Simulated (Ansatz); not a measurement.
Molecule: SF$_{2}$, charge 1, multiplicity 2. SMILES of the parent species: FSF

Atoms: F1, S2, F3. Bonds: F1-S2, S2-F3.

Bond lengths (Å) and angles (degrees) optimised at HF/6-31G* with Ansatz (an electronic-structure program); B3LYP/LANL2DZ with Ansatz; B3LYP/6-31G* with Ansatz; MP2/6-31G* with Ansatz, each started from the B3LYP-D3(BJ)/def2-TZVP structure (Ansatz) of the last column. A row stands for all coordinates that are equal there. 6-31G* holds six Cartesian d functions. No wavenumbers were computed at B3LYP/LANL2DZ, MP2/6-31G*, so these may be saddle points.

```csv
coordinate,HF/6-31G*,B3LYP/LANL2DZ,B3LYP/6-31G*,MP2/6-31G*,B3LYP-D3(BJ)/def2-TZVP
F1-S2,1.506,1.683,1.546,1.542,1.517
F1-S2-F3,100.5,98.8,102.1,101.9,102.1
```

Mean signed difference of all 2 bond lengths from B3LYP-D3(BJ)/def2-TZVP: HF/6-31G* -0.011 Å, B3LYP/LANL2DZ 0.166 Å, B3LYP/6-31G* 0.028 Å, MP2/6-31G* 0.025 Å.
